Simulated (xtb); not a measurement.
Input for xtb:
```
$ xtb mol.xyz --gfn 2 --opt vtight --json

# file mol.xyz
6

C     -0.15918700     0.28112968     0.03380190
O     -0.15616987    -1.07586622    -0.04180023
H     -1.21258316     0.58295565     0.04635170
H      0.79645654    -1.39194539     0.03958787
H      0.33964298     0.72843846     0.92021669
H      0.36736655     0.74511843    -0.90396048
```

Give the dipole moment at the level GFN2-xTB in xtb.

1.92 D

Give the total energy at the end of the optimisation at the level GFN2-xTB.

-8.2261 Eh

Give the HOMO-LUMO gap at the level GFN2-xTB.

13.10 eV
